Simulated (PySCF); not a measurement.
BBr₂, SMILES Br[B+]Br, charge +1.

Geometry optimised at TPSSh-D3(BJ)/def2-TZVP.

Calculation: TDA-PBE/def2-SVPD (PySCF 2.14.0).

Vertical excitations; the highest root listed may be one member of a degenerate set. Gas-phase values at a fixed geometry. State labels are in the subgroup D2h.

Computed UV-visible absorptions:
| state | symmetry | energy (eV) | λ (nm) | f | main pairs |
|---|---|---|---|---|---|
| S1 | Au | 5.25 | 236 | 0.000 | HOMO→LUMO+1 50 %, HOMO−1→LUMO 50 % |
| S2 | B1u | 5.45 | 228 | 0.000 | HOMO→LUMO, HOMO−1→LUMO+1 (degenerate set) |
| S3 | Au | 5.45 | 228 | 0.000 | HOMO−1→LUMO, HOMO→LUMO+1 (degenerate set) |
| S4 | B1g | 6.46 | 192 | 0.000 | HOMO−3→LUMO+1 50 %, HOMO−2→LUMO 50 % |
| S5 | Ag | 6.61 | 188 | 0.000 | HOMO−3→LUMO, HOMO−2→LUMO+1 (degenerate set) |
| S6 | B1g | 6.61 | 188 | 0.000 | HOMO−2→LUMO, HOMO−3→LUMO+1 (degenerate set) |
| S7 | B3g | 7.34 | 169 | 0.000 | HOMO→LUMO+2 (degenerate set) |
| S8 | B2g | 7.34 | 169 | 0.000 | HOMO−1→LUMO+2 (degenerate set) |
| S9 | B1u | 7.69 | 161 | 0.969 | HOMO−1→LUMO+1 40 %, HOMO→LUMO 40 %, HOMO−4→LUMO+2 16 % |
| S10 | B3g | 8.64 | 143 | 0.000 | HOMO−4→LUMO 98 % |
| T1 | B1u | 4.82 | 257 | 0 | HOMO→LUMO 50 %, HOMO−1→LUMO+1 50 % |
| T2 | B1u | 5.00 | 248 | 0 | HOMO−1→LUMO+1, HOMO→LUMO (degenerate set) |
| T3 | Au | 5.00 | 248 | 0 | HOMO→LUMO+1, HOMO−1→LUMO (degenerate set) |
| T4 | Au | 5.25 | 236 | 0 | HOMO−1→LUMO 50 %, HOMO→LUMO+1 50 % |
Triplets are in the Tamm–Dancoff approximation.
